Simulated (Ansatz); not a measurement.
Basis-set series for `N[PH][Zn][F]`. Charge 0, multiplicity 1. The geometry is a stationary point of PBE0-D4/def2-TZVP. It is one conformer, not always the lowest.

```
functional       basis  functions  energy (Eh)  HOMO (eV)  LUMO (eV)
   PBE0-D4  def2-TZVPP        210  -2276.74082      -6.92      -1.17
   PBE0-D4  def2-QZVPP        374  -2276.80640      -6.92      -1.25
   ωB97M-V  def2-TZVPP        210  -2277.10841      -8.98       0.38
   ωB97M-V  def2-QZVPP        374  -2277.17153      -8.99       0.14
```

(1) Give the rows for def2-SVP. (Estimate.)

Results:

(1) Computed: 
| functional | basis | functions | energy (Eh) | HOMO (eV) | LUMO (eV) |
| --- | --- | --- | --- | --- | --- |
| PBE0-D4 | def2-SVP | 92 | -2276.15896 | -6.62 | -0.69 |
| ωB97M-V | def2-SVP | 92 | -2276.52111 | -8.66 | 0.80 |

Positive LUMOs are unbound and depend on the basis. Scalar relativity is left out up to krypton.
